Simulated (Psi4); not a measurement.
CH5N2S, charge +1, singlet, geometry from GFN2-xTB; BHHLYP/6-31G, TDA in Psi4.

The Psi4 input:
```
memory 2 GB

molecule mol {
1 1
N     1.144349   -1.060362   -0.251063
C     0.119105   -0.235394   -0.050813
N    -1.237695   -0.947136   -0.141833
S     0.093242    1.340962    0.261319
H     1.064422   -2.047133   -0.442946
H     2.075682   -0.672325   -0.208428
H    -1.955910   -0.223575    0.027200
H    -1.338686   -1.685851    0.570243
H    -1.398583   -1.361652   -1.072018
symmetry c1
}

set {
  basis 6-31g
  reference rks
  puream true
  save_jk true
  tdscf_states [5]
  tdscf_tda true
  d_convergence 1e-8
}

energy('td-bhhlyp')
print_variables()
```

Predict the main parts of the log of this Psi4 run.


```
   => Loading Basis Set <=

    Name: 6-31G
    Role: ORBITAL
    Keyword: BASIS

         ---------------------------------------------------------
                                   SCF
               by Justin Turney, Rob Parrish, Andy Simmonett
                          and Daniel G. A. Smith
                              RKS Reference
         ---------------------------------------------------------

  ==> Geometry <==

    Molecular point group: c1
    Full point group: C1

    Geometry (in Angstrom), charge = 1, multiplicity = 1:

       Center              X                  Y                   Z               Mass
    ------------   -----------------  -----------------  -----------------  -----------------
         N            1.124378939157    -1.136968761261    -0.265457709729    14.003074004430
         C            0.099134939157    -0.312000761261    -0.065207709729    12.000000000000
         N           -1.257665060843    -1.023742761261    -0.156227709729    14.003074004430
         S            0.073271939157     1.264355238739     0.246924290271    31.972071174400
         H            1.044451939157    -2.123739761261    -0.457340709729     1.007825032230
         H            2.055711939157    -0.748931761261    -0.222822709729     1.007825032230
         H           -1.975880060843    -0.300181761261     0.012805290271     1.007825032230
         H           -1.358656060843    -1.762457761261     0.555848290271     1.007825032230
         H           -1.418553060843    -1.438258761261    -1.086412709729     1.007825032230

  Running in c1 symmetry.

  Rotational constants: A =      0.30929  B =      0.16724  C =      0.11056 [cm^-1]
  Rotational constants: A =   9272.34932  B =   5013.82365  C =   3314.54025 [MHz]
  Nuclear repulsion =  165.978553286734467

  Charge       = 1
  Multiplicity = 1
  Electrons    = 40
  Nalpha       = 20
  Nbeta        = 20

  ==> Algorithm <==

  SCF Algorithm Type is DF.
  DIIS enabled.
  MOM disabled.
  Fractional occupation disabled.
  Guess Type is SAD.
  Energy threshold   = 1.00e-06
  Density threshold  = 1.00e-08
  Integral threshold = 1.00e-12

  ==> Primary Basis <==

  Basis Set: 6-31G
    Blend: 6-31G
    Number of shells: 32
    Number of basis functions: 50
    Number of Cartesian functions: 50
    Spherical Harmonics?: true
    Max angular momentum: 1

  ==> DFT Potential <==

   => LibXC <=

    Version 7.1.2
    S. Lehtola, C. Steigemann, M. J. T. Oliveira, and M. A. L. Marques,  SoftwareX 7, 1–5 (2018) (10.1016/j.softx.2017.11.002)

   => Composite Functional: BHANDHLYP <=

    BHandHLYP Hyb-GGA Exchange-Correlation Functional

    A. D. Becke,  J. Chem. Phys. 98, 1372 (1993) (10.1063/1.464304)
    Defined through Gaussian implementation.

    Deriv               =              1
    GGA                 =           TRUE
    Meta                =          FALSE

    Exchange Hybrid     =           TRUE
    MP2 Hybrid          =          FALSE

   => Exchange Functionals <=

    0.5000         Becke 88

   => Exact (HF) Exchange <=

    0.5000               HF

   => Correlation Functionals <=

    1.0000   Lee, Yang & Parr

   => LibXC Density Thresholds  <==

    XC_HYB_GGA_XC_BHANDHLYP:  1.00E-15

   => Molecular Quadrature <=

    Radial Scheme          =       TREUTLER
    Pruning Scheme         =           NONE
    Nuclear Scheme         =       TREUTLER

    Blocking Scheme        =         OCTREE
    BS radius alpha        =              1
    Pruning alpha          =              1
    Radial Points          =             75
    Spherical Points       =            302
    Total Points           =         192302
    Total Blocks           =           1477
    Max Points             =            256
    Max Functions          =             49
    Weights Tolerance      =       1.00E-15

   => Loading Basis Set <=

    Name: (6-31G AUX)
    Role: JKFIT
    Keyword: DF_BASIS_SCF

  ==> Integral Setup <==

  SCF_SUBTYPE=INCORE selected. In-core MEM_DF algorithm will be used.
  Using in-core AOs.

  ==> MemDFJK: Density-Fitted J/K Matrices <==

    J tasked:                   Yes
    K tasked:                   Yes
    wK tasked:                   No
    Algorithm:                 Core
    Schwarz Cutoff:           1E-12
    Mask sparsity (%):       0.9600
    Fitting Condition:        1E-10

   => Auxiliary Basis Set <=

  Basis Set: (6-31G AUX)
    Blend: CC-PVDZ-JKFIT
    Number of shells: 153
    Number of basis functions: 437
    Number of Cartesian functions: 498
    Spherical Harmonics?: true
    Max angular momentum: 3

  Minimum eigenvalue in the overlap matrix is 1.0013084207E-02.
  Reciprocal condition number of the overlap matrix is 2.0423976064E-03.
    Using symmetric orthogonalization.

  ==> Pre-Iterations <==

  SCF Guess: Superposition of Atomic Densities via on-the-fly atomic UHF (no occupation information).

   -------------------------
    Irrep   Nso     Nmo
   -------------------------
     A         50      50
   -------------------------
    Total      50      50
   -------------------------

  ==> Iterations <==

                           Total Energy        Delta E     RMS |[F,P]|

   @DF-RKS iter SAD:  -548.40919839170465   -5.48409e+02   0.00000e+00
   @DF-RKS iter   1:  -548.22448531318867    1.84713e-01   9.71905e-03 ADIIS/DIIS
   @DF-RKS iter   2:  -548.25682439288903   -3.23391e-02   8.72537e-03 ADIIS/DIIS
   @DF-RKS iter   3:  -548.34553457709490   -8.87102e-02   1.41304e-03 ADIIS/DIIS
   @DF-RKS iter   4:  -548.34785755994972   -2.32298e-03   5.35513e-04 ADIIS/DIIS
   @DF-RKS iter   5:  -548.34820285836179   -3.45298e-04   2.02609e-04 ADIIS/DIIS
   @DF-RKS iter   6:  -548.34826695488675   -6.40965e-05   2.66905e-05 DIIS
   @DF-RKS iter   7:  -548.34826778953027   -8.34644e-07   1.08985e-05 DIIS
   @DF-RKS iter   8:  -548.34826798043196   -1.90902e-07   2.09272e-06 DIIS
   @DF-RKS iter   9:  -548.34826799212431   -1.16924e-08   3.31271e-07 DIIS
[...]
  @DF-RKS Final Energy:  -548.34826799244070
    Total Energy =                       -548.3482679924406966
[...]

 L = 1.  Multiply by 2.5417464519 to convert [e a0] to [Debye]
 Dipole X            :          0.3344636           -1.5472463           -1.2127827
 Dipole Y            :          3.0172871           -5.9353864           -2.9180992
 Dipole Z            :          0.5834451           -1.1152750           -0.5318299
 Magnitude           :                                                    3.2045262

 ------------------------------------------------------------------------------------

******************************************************************************************
**********                               WARNING                                **********
**********       The names of excited state variables changed between 1.5       **********
**********     and 1.6. For a quick solution, remove the symmetry specifier     **********
**********   from the variable name. For full details, see 'Notes on Psivars'   **********
**********                        in the documentation.                         **********
******************************************************************************************

         ---------------------------------------------------------
                         TDSCF excitation energies
                 by Andrew M. James and Daniel G. A. Smith
         ---------------------------------------------------------

  ==> Options <==

     Residual threshold  : 1.0000e-06
     Initial guess       : denominators
     Reference           : RHF
     Solver type         : TDA (Davidson)

  ==> Requested Excitations <==

      5 singlet states with A symmetry

  ==> Seeking the lowest 5 singlet states with A symmetry

                         Generalized Davidson Solver
                               By Ruhee Dcunha

  ==> Options <==

    Max number of iterations        = 60
    Eigenvector tolerance           = 1.0000e-06
    Max number of expansion vectors = 1500

  => Iterations <=
                           Max[D[value]]     Max[|R|]   # vectors
  DavidsonSolver iter   1:   2.88449e-01  1.11755e-01     20
  DavidsonSolver iter   2:   1.97475e-02  3.38213e-02     25
  DavidsonSolver iter   3:   1.25812e-03  7.36620e-03     30
  DavidsonSolver iter   4:   5.36025e-05  1.67635e-03     35
  DavidsonSolver iter   5:   2.62493e-06  2.34475e-04     40
  DavidsonSolver iter   6:   7.20735e-08  4.68157e-05     45
  DavidsonSolver iter   7:   1.45741e-09  6.04409e-06     49
  DavidsonSolver iter   8:   1.67846e-11  6.77307e-07     52      Converged

******************************************************************************************
**********                               WARNING                                **********
**********  Length-gauge rotatory strengths are **NOT** gauge-origin invariant  **********
******************************************************************************************

                                    Excitation Energy         Total Energy        Oscillator Strength             Rotatory Strength
     #   Sym: GS->ES (Trans)        au              eV              au          au (length)    au (velocity)    au (length)    au (velocity)
    ---- -------------------- --------------- --------------- --------------- --------------- --------------- --------------- ---------------
     1        A->A (1 A)       0.14294         3.88950        -548.20533       0.0000          0.0000          0.0000          0.0000
     2        A->A (1 A)       0.22552         6.13681        -548.12274       0.3002          0.0084          0.0000          0.0000
     3        A->A (1 A)       0.25770         7.01240        -548.09057       0.0001          0.0001         -0.0000         -0.0000
     4        A->A (1 A)       0.26076         7.09561        -548.08751       0.1194          0.0320          0.0000          0.0000
     5        A->A (1 A)       0.28583         7.77795        -548.06243       0.0004          0.0011          0.0000          0.0000

Contributing excitations
Only contributions with abs(coeff) > 1.00e-01 will be printed:

Excited State    1 (1 A):   0.14294 au   318.77 nm f = 0.0000
  Sums of squares: Xssq =  1.000000e+00
     20a  ->  21a     0.996750 (99.351%)

Excited State    2 (1 A):   0.22552 au   202.03 nm f = 0.3002
  Sums of squares: Xssq =  1.000000e+00
     19a  ->  21a     0.883261 (78.015%)
     20a  ->  22a     0.298472 ( 8.909%)
     20a  ->  23a    -0.214040 ( 4.581%)
     20a  ->  24a    -0.176978 ( 3.132%)

Excited State    3 (1 A):   0.25770 au   176.81 nm f = 0.0001
  Sums of squares: Xssq =  1.000000e+00
     19a  ->  22a     0.989762 (97.963%)
     19a  ->  26a     0.104243 ( 1.087%)

Excited State    4 (1 A):   0.26076 au   174.73 nm f = 0.1194
  Sums of squares: Xssq =  1.000000e+00
     19a  ->  21a     0.236267 ( 5.582%)
     20a  ->  22a    -0.934655 (87.358%)
     20a  ->  23a    -0.234658 ( 5.506%)

Excited State    5 (1 A):   0.28583 au   159.40 nm f = 0.0004
  Sums of squares: Xssq =  1.000000e+00
     19a  ->  23a     0.927392 (86.006%)
     19a  ->  24a     0.282068 ( 7.956%)
     19a  ->  26a    -0.176756 ( 3.124%)
     19a  ->  27a    -0.129732 ( 1.683%)

******************************************************************************************
**********                               WARNING                                **********
**********       The names of excited state variables changed between 1.5       **********
**********     and 1.6. For a quick solution, remove the symmetry specifier     **********
**********   from the variable name. For full details, see 'Notes on Psivars'   **********
**********                        in the documentation.                         **********
******************************************************************************************

  Variable Map:
  ----------------------------------------------------------------------------
[...]
  Array Variable Map:
  ----------------------------------------------------------------------------
[...]
[...]
```
